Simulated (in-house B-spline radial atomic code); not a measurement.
Checks on a self-consistent run for the ruthenium ion Ru⁶⁺, [Ar] 3d10 4s1 4p6 4d3. Method: Dirac-Hartree-Fock, average of configuration, Fermi nucleus of rms radius 4.4809 fm. Calculated with a radial B-spline atomic code at the basis-set limit.

| orbital | q | ε (Eh) | <1/r> | <r²> | small-component weight |
| --- | --- | --- | --- | --- | --- |
| 1s1/2 | 2 | -821.29252 | 45.8778 | 0.00150896 | 0.025849 |
| 2s1/2 | 2 | -124.05567 | 10.5192 | 0.0248665 | 0.005371 |
| 2p1/2 | 2 | -114.53605 | 10.4622 | 0.0187884 | 0.0053474 |
| 2p3/2 | 4 | -109.69674 | 9.91687 | 0.0201236 | 0.005159 |
| 3s1/2 | 2 | -25.98915 | 3.64371 | 0.18328 | 0.0014733 |
| 3p1/2 | 2 | -22.26094 | 3.54408 | 0.179731 | 0.0014178 |
| 3p3/2 | 4 | -21.40869 | 3.41598 | 0.18883 | 0.0013701 |
| 3d3/2 | 4 | -14.82384 | 3.22333 | 0.172525 | 0.0012429 |
| 3d5/2 | 6 | -14.66000 | 3.1897 | 0.175422 | 0.0012283 |
| 4s1/2 | 1 | -6.74781 | 1.38604 | 1.09051 | 0.00036315 |
| 4p1/2 | 2 | -5.35246 | 1.27939 | 1.24759 | 0.00031828 |
| 4p3/2 | 4 | -5.20543 | 1.24478 | 1.30113 | 0.00030761 |
| 4d3/2 | 1.2 | -3.45119 | 1.04043 | 1.79733 | 0.00022867 |
| 4d5/2 | 1.8 | -3.43173 | 1.03234 | 1.82048 | 0.0002261 |

Electron-electron repulsion V_ee = 1581.2452 hartree.

(1) What total energy follows from the eigenvalues?

(2) Does the Dirac virial theorem hold?

(3) What diamagnetic shielding (Lamb formula) and susceptibility (Langevin formula) do the radii give?

Answers

(1) The eigenvalues count the repulsion twice, so E = Σqε - V_ee = -2936.539 - 1581.245 = -4517.784 hartree; the run printed -4517.784.

(2) For a point nucleus E = -2c²Σq·w, with w the small-component weight. Here Σq·w = 0.12029 and c = 137.0360, so the ratio E/(-2c²Σq·w) is 1.000031; the finite nucleus accounts for the departure from 1.

(3) σ = (α²/3)Σq<1/r> = 245.487/(3·137.036²) = 4357.5 ppm, and χ = -0.79199×10⁻⁶·Σq<r²> = -13.95×10⁻⁶ cm³/mol with Σq<r²> = 17.619 bohr². Both are non-relativistic formulas without the paramagnetism of open shells.
